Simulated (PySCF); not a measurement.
A geometry optimisation on `N#C[C@H]1[C@@H]2[C@@H](CCCC2)C1`.

Computed with PBE0-D3(BJ)/def2-SVP geometry optimisation, gas phase (PySCF 2.14.0). Start geometry: GFN2-xTB. The command runs a driver script over a list of jobs; the input below is this job's line of settings and its coordinates in Å.

Command:
```bash
OMP_NUM_THREADS=1 python probes_run.py task.json out
```

Input:
```
{"job": {"xc": "PBE0", "basis": "def2-SVP", "d3": "d3bj", "grid": 1, "shake": 0.01, "kind": "geom"}, "charge": 0, "multiplicity": 1}
N     -2.172450     2.877590     1.020410
C     -2.061150     1.906600     0.459640
C     -1.900490     0.654040    -0.214520
C     -1.556410    -0.569900     0.681570
C     -0.575690    -1.049030    -0.377570
C      0.722850    -1.695650     0.071330
C      1.739860    -0.710510     0.653110
C      1.930810     0.467380    -0.311610
C      0.612750     1.258690    -0.374240
C     -0.533600     0.393800    -0.920390
H     -2.744270     0.482930    -0.856490
H     -2.425900    -1.229240     0.895310
H     -1.148330    -0.279090     1.615180
H     -1.091770    -1.698970    -1.073600
H      1.177120    -2.192580    -0.795680
H      0.500070    -2.467310     0.811130
H      2.683790    -1.205010     0.819230
H      1.370740    -0.325990     1.621960
H      2.194180     0.081050    -1.291660
H      2.688800     1.122900     0.052710
H      0.353010     1.615480     0.597880
H      0.749960     2.110480    -1.040060
H     -0.566220     0.475890    -2.040810
```

Task: Estimate the output.

Result: 
```
step   0  E = -404.74685698  max force = 0.074607
step   1  E = -404.75718965  max force = 0.007462
step   2  E = -404.75764865  max force = 0.001410
step   3  E = -404.75778814  max force = 0.001892
step   4  E = -404.75785224  max force = 0.002293
step   5  E = -404.75786645  max force = 0.001209
step   6  E = -404.75786423  max force = 0.000335
step   7  E = -404.75786111  max force = 0.000325
step   8  E = -404.75785916  max force = 0.000305
step   9  E = -404.75785777  max force = 0.000122
optimisation converged
```

Energies in Eh; «max force» is the largest Cartesian gradient component in Eh/bohr.

Task: Give the first gradient maximum in eV/Å.

Result: With 1 Eh/bohr = 51.422 eV/Å, 3.836 eV/Å.

Task: How much energy does the optimisation release, in kcal/mol?

Result: E(step 0) − E(last step) = 0.011001 Eh, which is 6.9 kcal/mol.

Summary of the converged run: final energy -404.75786 Eh after 9 steps; dipole 4.23 D.

Task: Where do the atoms end?

Result: 0.124 Å rms from the input after alignment:
```
atom  x, y, z in Å
N1    -2.0666    2.9796    1.0772
C2    -1.8557    1.9428    0.6057
C3    -1.5616    0.6397    0.0360
C4    -1.2354   -0.5424    0.9803
C5    -0.2499   -1.0453   -0.0924
C6     1.0507   -1.7392    0.2748
C7     2.0866   -0.7965    0.8792
C8     2.2586    0.4495    0.0180
C9     0.9524    1.2311   -0.0544
C10   -0.1852    0.4012   -0.6504
H11   -2.3798    0.3662   -0.6485
H12   -2.0690   -1.1961    1.2741
H13   -0.7246   -0.1920    1.8890
H14   -0.8122   -1.6728   -0.8032
H15    1.4768   -2.1798   -0.6436
H16    0.8438   -2.5854    0.9515
H17    3.0451   -1.3263    0.9965
H18    1.7801   -0.4908    1.8958
H19    2.5832    0.1555   -0.9972
H20    3.0549    1.0931    0.4238
H21    0.6896    1.5552    0.9673
H22    1.0716    2.1595   -0.6343
H23   -0.1883    0.4892   -1.7481
```

Hardware: Arm Neoverse N1, one thread, no GPU, shared host with 64 logical CPUs at a one-minute load of 47. Cost: 6.3 min, 0.87 GiB resident at most.
Labels such as C1 count atoms from 1, the log's own numbers from 0.
